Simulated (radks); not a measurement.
The tin ion Sn5+, 45 electrons, occupied as [Kr] 4d9. Calculated with a radial shooting solver on a logarithmic mesh with Libxc functionals: scalar-relativistic Kohn-Sham, BLYP, spin-polarised, spherical densities, finite nucleus; open shells are filled with parallel spins first (spin-orbit coupling, left out, can overturn this in heavy ions); Fermi nuclear charge, rms radius 4.6519 fm.

X-ray form factor f0, the Fourier transform of the density (f0(0) = 45):

sin(theta)/lambda (1/angstrom)  f0 (electrons)
0.05                                    44.627
0.1                                     43.548
0.15                                    41.872
0.2                                     39.754
0.25                                    37.370
0.3                                     34.886
0.4                                     30.132
0.5                                     26.153
0.6                                     23.093
0.8                                     19.055
1                                       16.355
1.25                                    13.476
1.5                                     10.908
2                                        7.355
